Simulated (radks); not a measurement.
Initial-state core-level shifts of the titanium ion Ti3+ when its valence configuration changes from [Ar] 3d1. All-electron calculation, non-relativistic Kohn-Sham, LDA (Slater exchange, Perdew-Wang correlation), spin-unpolarised, spherical densities, point nucleus. Program: a radial shooting solver on a logarithmic mesh with Libxc functionals. Shifts are changes of the shell-averaged eigenvalues in eV (positive: less bound); the change of the density at the nucleus, which sets a Mossbauer isomer shift, is in e/bohr^3, on a base of 7099.

\begin{tabular}{lrrrrr}
valence & 1s & 2s & 2p & 3p & density at nucleus \\ \hline
4s1 & -8.415 & -9.688 & -9.581 & -7.109 & +8.9315 \\
3d0.5 4s0.5 & -4.087 & -4.702 & -4.649 & -3.497 & +4.2571 \\
4p1 & -9.344 & -10.653 & -10.533 & -8.027 & +2.1064 \\
3d0.5 4p0.5 & -4.567 & -5.196 & -5.137 & -3.973 & +0.9971 \\
\end{tabular}
